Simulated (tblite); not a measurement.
Compound: C9H6ClP.
SMILES: `c1c2c(pc(c1)Cl)cccc2`

Calculated harmonic vibrations of the isolated species, GFN2-xTB (tblite), most abundant isotopes, no scaling. Against measured fundamentals such values can be off by several per cent, at times by over 20.

Harmonic wavenumbers (cm⁻¹): 70.9, 130.4, 194.4, 216.7, 293.5, 312.5, 326.5, 405.8, 423.9, 440.2, 528.0, 543.1, 582.8, 687.6, 690.7, 732.8, 755.9, 823.9, 846.8, 876.3, 910.3, 917.4, 928.5, 939.4, 1062.4, 1085.7, 1142.8, 1172.1, 1181.4, 1226.0, 1244.0, 1264.2, 1372.1, 1381.7, 1402.1, 1477.6, 1493.4, 1554.6, 1601.3, 3063.1, 3065.3, 3071.0, 3077.7, 3083.5, 3093.7.

A = 2354, B = 531.4, C = 433.6 MHz; mass 179.990 u (most abundant isotopes); point group Cs, symmetry number 1.

What is the zero-point energy?

Half the sum of the wavenumbers: 25847 cm⁻¹ = 309.20 kJ/mol.

Entropy at 500 K, 1 bar (ideal gas, RRHO, classical rotation)?

Translation 184.37, rotation 135.15, vibration 176.45: S = 496.0 J/(mol K).

And Cp and H(500 K) − H(0)?

Cp = 233.97 J/(mol K), of which vibrations give 200.71 (their classical limit is 45 R = 374.2); H(500 K) − H(0) = 66.23 kJ/mol without the zero-point energy, 49.60 from vibrations.

Blend soft modes into free rotors: weight 1/[1 + (100 cm⁻¹/ν̃)⁴] for the oscillator and the rest for a rotor with moment μB/(μ + B), μ = h/(8π²ν), B = 10⁻⁴⁴ kg m². What vibrational entropy results?

170.56 J/(mol K) in place of 176.45, which changes −T·S at 500 K by +2.94 kJ/mol.

Which modes carry the vibrational entropy at 500 K?

70.9 cm⁻¹: 21.55; 130.4 cm⁻¹: 16.51; 194.4 cm⁻¹: 13.25; 216.7 cm⁻¹: 12.37; 293.5 cm⁻¹: 9.96; 312.5 cm⁻¹: 9.47 J/(mol K); the other 39 give 93.33 together.

What must be added to the electronic energy to get the Gibbs energy at 500 K and 1 bar?

ZPE + [H(500 K) − H(0)] − T·S = 309.20 + 66.23 − 247.99 = 127.44 kJ/mol.

Hindered rotation and anharmonicity are outside this model.
